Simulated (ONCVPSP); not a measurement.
# Which change was made? (Tb, ONCV)

```json
{"Element": "terbium", "Generator": "ONCVPSP 4.0.1", "Type": "optimised norm-conserving Vanderbilt (ONCV)", "Functional": "PBE", "Relativity": "scalar-relativistic", "Frozen core": "[Kr] 4d10 4f8", "Valence charge": "11", "Reference configuration": "5s2 5p6 5d1 6s2", "Partial waves": "5s+6s: rc 1.70 bohr, ncon 3, nbas 7, qcut 5.6 1/bohr, 2 projectors; 5p: rc 2.50 bohr, ncon 3, nbas 6, qcut 5.2 1/bohr, 2 projectors, debl 3.1 Ha; 5d: rc 2.70 bohr, ncon 4, nbas 8, qcut 5 1/bohr, 3 projectors, debl 3.9 Ha", "Local potential": "polynomial inside 1.60 bohr (lpopt 5, dvloc0 -1 Ha)", "Core correction": "none"}
```

Cutoffs, loose and tight: the cutoffs (Ha) at which the residual kinetic energy of the hardest occupied pseudo-wave falls to 1 and 0.1 mHa per electron. They do not see the model core or the augmentation charge, which bear on the density cutoff. Test errors are all-electron minus pseudo excitation energies from the reference, over the configurations 5s2 5p6 5d1 6s1; 5s2 5p6 5d1 6s0; 5s2 5p6 5d0 6s0; 5s2 5p6 5d1.5 6s1.5; variants that change the core or the reference have their own tests. The largest error is taken over the tests solved by every variant that gives reliable tests at all, those not shown here included: 5s2 5p6 5d1 6s0; 5s2 5p6 5d1 6s1; 5s2 5p6 5d1.5 6s1.5.

The base gives: outcome: generated; cutoff, loose: 13 Ha; cutoff, tight: 20 Ha; bound ghosts: none; GHOST(+) flags above zero: s; largest test error (meV): +18.

Task: After one change the result is: outcome: generated; cutoff, loose: 27 Ha; cutoff, tight: 79 Ha; bound ghosts: none; GHOST(+) flags above zero: s, p; largest test error (meV): +20. Which change was it?
A. all radii scaled by about 0.79 (s 1.34, p 1.96, d 2.12 bohr); local potential polynomial inside 1.26 bohr (lpopt 5, dvloc0 -1 Ha)
B. all radii scaled by about 1.30 (s 2.20, p 3.24, d 3.50 bohr); local potential polynomial inside 2.08 bohr (lpopt 5, dvloc0 -1 Ha)
C. all radii scaled by about 1.19 (s 2.02, p 2.98, d 3.22 bohr); local potential polynomial inside 1.92 bohr (lpopt 5, dvloc0 -1 Ha)
D. all radii scaled by about 0.86 (s 1.46, p 2.16, d 2.32 bohr); local potential polynomial inside 1.38 bohr (lpopt 5, dvloc0 -1 Ha)

Result: A. The others give: all radii scaled by about 0.86 (s 1.46, p 2.16, d 2.32 bohr); local potential polynomial inside 1.38 bohr (lpopt 5, dvloc0 -1 Ha) → outcome: generated; cutoff, loose: 17 Ha; cutoff, tight: 65 Ha; bound ghosts: none; GHOST(+) flags above zero: s; largest test error (meV): +19 | all radii scaled by about 1.30 (s 2.20, p 3.24, d 3.50 bohr); local potential polynomial inside 2.08 bohr (lpopt 5, dvloc0 -1 Ha) → outcome: generated, projector energies reset by the program; cutoff, loose: 10.0 Ha; cutoff, tight: 12 Ha; bound ghosts: none; GHOST(+) flags above zero: none; largest test error (meV): +6.5 | all radii scaled by about 1.19 (s 2.02, p 2.98, d 3.22 bohr); local potential polynomial inside 1.92 bohr (lpopt 5, dvloc0 -1 Ha) → outcome: generated; cutoff, loose: 11 Ha; cutoff, tight: 13 Ha; bound ghosts: none; GHOST(+) flags above zero: none; largest test error (meV): +14.
